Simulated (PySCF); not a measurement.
**Basis-set dependence of the excitation energy of Hg**

Hg [Xe] 4f14 5d10 6s2 (1S) → Hg [Xe] 4f14 5d10 6s1 7s1 (3S). All values are computed (PySCF 2.14, energy differences of UHF-based or UKS calculations, no spin-orbit coupling). Values in eV.

```tsv
basis	Hamiltonian	functions	UHF	LDA	PBE0	MP2 (valence)	CCSD(T) (valence)
aug-cc-pVDZ-PP with ECP60MDF	ECP	54	6.099	8.088	7.419	7.739	7.595
aug-cc-pwCVDZ-PP with ECP60MDF	ECP	70	6.046	8.017	7.350	7.683	7.532
def2-QZVPPD with the def2 core potential (60 electrons)	ECP	88	6.925	8.637	8.017	8.488	8.343
aug-cc-pVTZ-PP with one added diffuse shell each of s, p, d, f, g type with ECP60MDF	ECP	113	5.986	8.016	7.338	7.775	n/a
```

**Question.** Estimate the row for aug-cc-pVTZ-PP with ECP60MDF (ECP, 88 functions).

**Answer.** From the rows with the same Hamiltonian and similar size; the calculation gives UHF 6.02; LDA 8.02; PBE0 7.34; MP2 (valence) 7.77; CCSD(T) (valence) 7.62 (eV).

Frozen outside the core potential: valence: 5s2 5p6.

At UHF, def2-QZVPPD with the def2 core potential (60 electrons) lies more than 0.3 eV from the median of the rows with comparable relativity. Of these, def2-QZVPPD with the def2 core potential (60 electrons) has no diffuse functions of the l that the added or promoted electron needs.

Reference for a calculation without spin-orbit coupling: 7.730 eV (measured, between term centres; NIST).
